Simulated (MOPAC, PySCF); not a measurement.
cyclo[12]carbon `C1#CC#CC#CC#CC#CC#C1`, neutral singlet in the gas phase. The geometry has C6h symmetry (within 0.05 Å) and had no frequency check at the DFT level, so a distortion to lower symmetry isn't ruled out.

Cartesian coordinates (Å):
SMILES: C1C#CC#CC#CC#CC#CC#1
```xyz
12

C     -2.0452     1.2557     0.0005
C     -1.2938     2.2386    -0.0056
C      0.0650     2.3988    -0.0096
C      1.2919     2.2401    -0.0120
C      2.1099     1.1431    -0.0097
C      2.5853     0.0010    -0.0066
C      2.0450    -1.2560    -0.0009
C      1.2942    -2.2394     0.0046
C     -0.0647    -2.3989     0.0092
C     -1.2915    -2.2393     0.0123
C     -2.1099    -1.1428     0.0105
C     -2.5863    -0.0010     0.0073
```
Charge 0, multiplicity 1.

All levels are single points at this geometry (CAM-B3LYP-D3(BJ)/def2-SVP); Pople sets use spherical d functions. Orbital energies aren't observables, and empty levels follow the basis.

```json
[
 {"level": "CAM-B3LYP-D3(BJ)/def2-SVP in PySCF", "HOMO (eV)": "-7.64", "LUMO (eV)": "-2.67", "gap (eV)": "4.97", "dipole (D)": "0.00", "vertical IE, Delta-SCF (eV)": "8.42"},
 {"level": "PBE-D3(BJ)/def2-SVP in PySCF", "HOMO (eV)": "-5.62", "LUMO (eV)": "-4.39", "gap (eV)": "1.23", "dipole (D)": "0.00", "vertical IE, Delta-SCF (eV)": "8.04"},
 {"level": "PBE0-D3(BJ)/def2-SVP in PySCF", "HOMO (eV)": "-6.61", "LUMO (eV)": "-3.78", "gap (eV)": "2.83", "dipole (D)": "0.00", "vertical IE, Delta-SCF (eV)": "8.33"},
 {"level": "B3LYP/6-31G* in PySCF", "HOMO (eV)": "-6.01", "LUMO (eV)": "-3.50", "gap (eV)": "2.51", "dipole (D)": "0.00", "vertical IE, Delta-SCF (eV)": "7.91"},
 {"level": "PBE/6-31G* in PySCF", "HOMO (eV)": "-5.32", "LUMO (eV)": "-4.10", "gap (eV)": "1.22", "dipole (D)": "0.00", "vertical IE, Delta-SCF (eV)": "7.78"},
 {"level": "HF/6-31G* in PySCF", "HOMO (eV)": "-8.43", "LUMO (eV)": "-0.14", "gap (eV)": "8.29", "dipole (D)": "0.00", "vertical IE, Delta-SCF (eV)": "–"},
 {"level": "AM1 in MOPAC", "HOMO (eV)": "-9.18", "LUMO (eV)": "-1.98", "gap (eV)": "7.20", "dipole (D)": "0.00", "vertical IE, Delta-SCF (eV)": "–"},
 {"level": "PM3 in MOPAC", "HOMO (eV)": "-9.11", "LUMO (eV)": "-2.02", "gap (eV)": "7.09", "dipole (D)": "0.00", "vertical IE, Delta-SCF (eV)": "–"},
 {"level": "PM7 in MOPAC", "HOMO (eV)": "-9.39", "LUMO (eV)": "-2.17", "gap (eV)": "7.22", "dipole (D)": "0.00", "vertical IE, Delta-SCF (eV)": "–"}
]
```
